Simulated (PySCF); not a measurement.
Gas-phase reaction: 2 TaBr5 + 5 F2 ⇌ 2 TaF5 + 5 Br2

Method: PySCF energies plus ideal-gas RRHO corrections (1 bar). † marks an energy on the PBE0/def2-TZVP geometry and frequencies. MP2 freezes the core. All species are closed-shell singlets. Ta: scalar-relativistic def2 core potential, no spin-orbit coupling. Br: all electrons, no relativistic terms. MP2 isn't extrapolated to the basis-set limit; its ΔH°(298 K) is -2468.6 kJ in def2-SVP and -2440.3 kJ in def2-TZVPP. The harmonic model lacks anharmonicity and excited electronic states, which grow with temperature; levels with a mode under 35 cm⁻¹ are left out. Soft modes under 120 cm⁻¹ make the harmonic entropy rough for TaBr5, TaF5.

```
level              ΔE electronic, kJ  ΔH°(298 K), kJ  ΔS°(298 K), J/K  ΔG°(600 K), kJ
-----------------  -----------------  --------------  ---------------  --------------
BLYP/def2-TZVP†                -2521           -2520              -12           -2512
HF/def2-TZVP†                  -2775           -2774              -12           -2766
MP2/def2-TZVPP†                -2441           -2440              -12           -2432
PBE0/def2-QZVP†                -2538           -2536              -12           -2528
r2SCAN/def2-TZVP†              -2472           -2471              -12           -2463
```
ΔH° is lowest at HF/def2-TZVP† and highest at MP2/def2-TZVPP†. No reference value is set beside these.
